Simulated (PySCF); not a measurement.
Radial density of Sb³⁵⁺ (antimony, charge +35)

M06-2X, [Ne] 3s2 3p4, high-spin 3P determinant. Calculation: PySCF 2.14, in an uncontracted even-tempered set (18 s from 5.3 bohr⁻², ratio 2.5; 12 p from 6.9 bohr⁻², ratio 2.5; 5 d from 32 bohr⁻², ratio 2.7; 4 f from 47 bohr⁻², ratio 2.7); the spin-free X2C one-electron Hamiltonian (Gaussian nucleus).

```tsv
r (bohr)	4πr²ρ (e/bohr)	4πr²(ρα − ρβ)
0.0249	63.57	0.7873
0.0418	56.13	2.2972
0.0703	75.51	3.0259
0.118	59.92	0.1327
0.199	25.61	5.0740
0.335	21.35	6.8336
0.563	1.267	0.4115
0.947	0.002212	0.0006
```

Densities and radii are taken from the X2C orbitals without a picture-change correction, which distorts them close to the nucleus.

Spin-orbit coupling is strong in this species (close to jj coupling), so the high-spin LS determinant is a model state, not a physical level.
